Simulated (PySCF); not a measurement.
Compound: C2H7B2N.
Geometry (PBE0-D3(BJ)/def2-SVP, Å), atoms numbered from 1 in this order:
```xyz
12
C2H7B2N angstrom
B      2.5229    0.2362   -0.3542
N      1.2605   -0.3826   -0.1930
B      0.0098    0.2767    0.0121
C     -1.3136   -0.5152    0.1734
C     -2.4866    0.1122    0.3561
H      3.5048   -0.4510   -0.5207
H      2.5925    1.4410   -0.3214
H      1.2408   -1.3986   -0.2264
H      0.0072    1.4859    0.0565
H     -1.3238   -1.6141    0.1380
H     -3.4355   -0.4237    0.4695
H     -2.5371    1.2060    0.3995
```

Jobs on this species (12 atoms, 36 electrons) with PySCF (density fitting). Hardware of each: an Arm Neoverse V1 with one thread, no GPU, on a shared host. Times come from a shared host and carry two figures at best. Peak memory is the resident size of the whole Python process, interpreter and libraries included.

```json
{"level and settings": "delta-SCF UKS PBE0, pcX-2 on the ionised atom, pcseg-1 elsewhere, spin-free X2C", "work": "ΔSCF core ionisation, 5 holes", "basis functions": "136", "SCF cycles": "?", "wall time": "?", "peak memory": "?"}
{"level and settings": "delta-SCF UKS HF, pcX-2 on the ionised atom, pcseg-1 elsewhere, spin-free X2C", "work": "ΔSCF core ionisation, 5 holes", "basis functions": "136", "SCF cycles": "?", "wall time": "?", "peak memory": "?"}
{"level and settings": "delta-SCF UKS SCAN, pcX-2 on the ionised atom, pcseg-1 elsewhere, spin-free X2C", "work": "ΔSCF core ionisation, 5 holes", "basis functions": "136", "SCF cycles": "?", "wall time": "?", "peak memory": "?"}
{"level and settings": "delta-SCF UKS PBE, pcX-2 on the ionised atom, pcseg-1 elsewhere, spin-free X2C", "work": "ΔSCF core ionisation, 5 holes", "basis functions": "136", "SCF cycles": "86", "wall time": "17 s", "peak memory": "0.45 GiB"}
{"level and settings": "PBE0-D3(BJ)/def2-SVP, grid level 1", "work": "geometry optimisation from a GFN2-xTB start shaken at random", "basis functions": "105", "SCF cycles": "61", "wall time": "29 s", "peak memory": "0.42 GiB"}
{"level and settings": "delta-SCF UKS SCAN, pcX-2 on the ionised atom, pcseg-1 elsewhere, non-relativistic", "work": "ΔSCF core ionisation, 5 holes", "basis functions": "136", "SCF cycles": "93", "wall time": "28 s", "peak memory": "0.46 GiB"}
{"level and settings": "delta-SCF UKS SCAN, pcX-1 on the ionised atom, pcseg-1 elsewhere, spin-free X2C", "work": "ΔSCF core ionisation, 5 holes", "basis functions": "115", "SCF cycles": "93", "wall time": "24 s", "peak memory": "0.45 GiB"}
{"level and settings": "delta-SCF UKS SCAN, def2-TZVP on the ionised atom, pcseg-1 elsewhere, spin-free X2C", "work": "ΔSCF core ionisation, 5 holes", "basis functions": "122", "SCF cycles": "93", "wall time": "27 s", "peak memory": "0.45 GiB"}
{"level and settings": "delta-SCF UKS B3LYP, pcX-2 on the ionised atom, pcseg-1 elsewhere, spin-free X2C", "work": "ΔSCF core ionisation, 5 holes", "basis functions": "136", "SCF cycles": "84", "wall time": "29 s", "peak memory": "0.52 GiB"}
```

**Question.** Fill in the missing figures.

**Answer.** 
- delta-SCF UKS PBE0, pcX-2 on the ionised atom, pcseg-1 elsewhere, spin-free X2C; ΔSCF core ionisation, 5 holes: 29 s, 0.51 GiB, 84 SCF cycles
- delta-SCF UKS HF, pcX-2 on the ionised atom, pcseg-1 elsewhere, spin-free X2C; ΔSCF core ionisation, 5 holes: 16 s, 0.45 GiB, 86 SCF cycles
- delta-SCF UKS SCAN, pcX-2 on the ionised atom, pcseg-1 elsewhere, spin-free X2C; ΔSCF core ionisation, 5 holes: 28 s, 0.45 GiB, 93 SCF cycles

**Question.** What do all jobs in the table cost together?

**Answer.** About 3.8 min; the longest takes about 13 % of that, and about 1.8 times as long as the shortest.
